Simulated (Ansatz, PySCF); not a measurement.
C5H3F, SMILES C(=C(C#C)F)=C. Atoms are numbered in the order given.

```xyz
9

C      0.9591     2.3180     0.0000
C      0.3471     1.2702     0.0001
C     -0.3714     0.0398     0.0000
F     -1.7188     0.1610     0.0001
C      0.1961    -1.1514    -0.0002
C      0.7850    -2.3173     0.0000
H      1.5011     3.2451     0.0000
H      1.0431    -2.8300    -0.9354
H      1.0429    -2.8298     0.9355
```

Coordinates come from a B3LYP-D3(BJ)/def2-SVP optimisation. This is a generated structure with no PubChem entry under its InChIKey; it may be hypothetical.

Two levels are set side by side: PBE-D3(BJ)/def2-SVP (Ansatz, a first-principles code) and B3LYP-D3(BJ)/def2-SVP (Ansatz). Each level has its own optimised geometry; the coordinates shown are those of the second. Frequencies come from the Hessian of PySCF at each geometry. Differences are taken from unrounded values.

| quantity | B3LYP-D3(BJ) |
|---|---|
| mean bond length (Å) | 1.236 |
| bond C1–C2 (Å) | 1.213 |
| bond C2–C3 (Å) | 1.425 |
| bond C3–F4 (Å) | 1.353 |
| bond C3–C5 (Å) | 1.319 |
| bond C5–C6 (Å) | 1.306 |
| bond C1–H7 (Å) | 1.074 |
| bond C6–H8 (Å) | 1.097 |
| bond C6–H9 (Å) | 1.097 |
| highest harmonic wavenumber (cm⁻¹) | 3469 |
| mean harmonic wavenumber (cm⁻¹) | 1206 |
| zero-point energy (kcal/mol) | 36.21 |

### Question
What does PBE-D3(BJ) give, and how far is it from B3LYP-D3(BJ)? (Estimate from the structure and the level; the computed values follow.)

### Answer

| quantity | PBE-D3(BJ) | PBE-D3(BJ) minus B3LYP-D3(BJ) |
|---|---|---|
| mean bond length (Å) | 1.243 | 0.008 |
| bond C1–C2 (Å) | 1.226 | 0.012 |
| bond C2–C3 (Å) | 1.423 | -0.002 |
| bond C3–F4 (Å) | 1.360 | 0.008 |
| bond C3–C5 (Å) | 1.330 | 0.011 |
| bond C5–C6 (Å) | 1.314 | 0.008 |
| bond C1–H7 (Å) | 1.081 | 0.007 |
| bond C6–H8 (Å) | 1.106 | 0.008 |
| bond C6–H9 (Å) | 1.106 | 0.008 |
| highest harmonic wavenumber (cm⁻¹) | 3406 | -63 |
| mean harmonic wavenumber (cm⁻¹) | 1167 | -39 |
| zero-point energy (kcal/mol) | 35.05 | -1.16 |

GGA bonds tend to be longer and softer than those of functionals with exact exchange. Differences between two approximate levels are no errors against the true value.
